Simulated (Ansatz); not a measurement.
An input meant for Si(tBu)Cl3 (C₄H₉Cl₃Si) (charge 0, singlet).

```yaml
crystal:
  periodic: [false, false, false]
  atoms:
    - {symbol: C, position_ang: [-0.000415, -0.000631, 0.164029]}
    - {symbol: C, position_ang: [-1.458918, 0.128802, 0.645159]}
    - {symbol: C, position_ang: [0.840715, 1.194216, 0.654230]}
    - {symbol: C, position_ang: [0.613659, -1.329992, 0.644935]}
    - {symbol: Cl, position_ang: [1.938036, -0.160738, -2.471907]}
    - {symbol: Cl, position_ang: [-0.813465, 1.767021, -2.471429]}
    - {symbol: Cl, position_ang: [-1.107279, -1.579685, -2.484284]}
    - {symbol: Si, position_ang: [0.004033, 0.006150, -1.736386]}
    - {symbol: H, position_ang: [-1.487779, 0.124943, 1.755934]}
    - {symbol: H, position_ang: [-1.923513, 1.073642, 0.297530]}
    - {symbol: H, position_ang: [-2.085761, -0.712885, 0.287267]}
    - {symbol: H, position_ang: [0.425020, 2.160521, 0.303613]}
    - {symbol: H, position_ang: [1.891306, 1.127033, 0.306128]}
    - {symbol: H, position_ang: [0.851722, 1.212694, 1.765183]}
    - {symbol: H, position_ang: [1.658324, -1.450874, 0.293465]}
    - {symbol: H, position_ang: [0.030077, -2.203749, 0.290818]}
    - {symbol: H, position_ang: [0.624219, -1.356467, 1.755725]}
basis:
  gaussian: {orbitals: cc-pVDZ, nuclear_model: gaussian}
magnetization: {spin_polarized: true, initial_magnetization: 0}
hamiltonian: {xc: {name: HF}}
correlation: {active_space: {window: {electrons: 40, orbitals: 30}}}
scf: {omitted_lower_state_checks: [starts]}
output: {forces: true}
```

```sh
$ ansatz run in.yaml --threads 4 --pin off --events-out ev --progress --plain --max-ram 4787MiB
```

Output, abridged:

```
Error: invalid value for `correlation.active_space`: it starts from restricted Hartree–Fock orbitals; set hamiltonian.xc: hf without magnetization.spin_polarized
```
